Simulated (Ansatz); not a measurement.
Input file:

```yaml
crystal:
  periodic: [false, false, false]
  atoms:
    - { symbol: Ga, position_ang: [-0.045714, 0.355856, 0.022815] }
    - { symbol: O, position_ang: [-0.455122, -0.727821, 1.621437] }
    - { symbol: H, position_ang: [-1.382024, -0.960528, 1.76731] }
    - { symbol: H, position_ang: [1.338454, -0.057634, -0.573611] }
    - { symbol: H, position_ang: [-1.360405, 0.797082, -0.708084] }
    - { symbol: O, position_ang: [0.253753, 1.467134, 1.661043] }
    - { symbol: Al, position_ang: [1.039187, 2.821244, 2.375977] }
    - { symbol: H, position_ang: [1.219757, 2.821677, 3.944781] }
    - { symbol: H, position_ang: [1.51158, 3.980723, 1.414684] }
    - { symbol: H, position_ang: [-0.140971, 0.418067, 2.047048] }
basis:
  gaussian: { orbitals: def2-SVP }
hamiltonian:
  xc: b3lyp
  dispersion: d4
phonons: {}
```

Command:

```bash
$ ansatz run input.yaml --threads 2 --pin off --max-ram 3072MiB --backend cpu --events-out ev --progress --plain --runs-dir out
```

Hardware: 2 threads of Arm Neoverse V1 (shared host).

Q: Roughly how long does this run take, and how much memory?

A: 2.3 min, with a peak of 0.25 GiB, for 0 ionic steps.
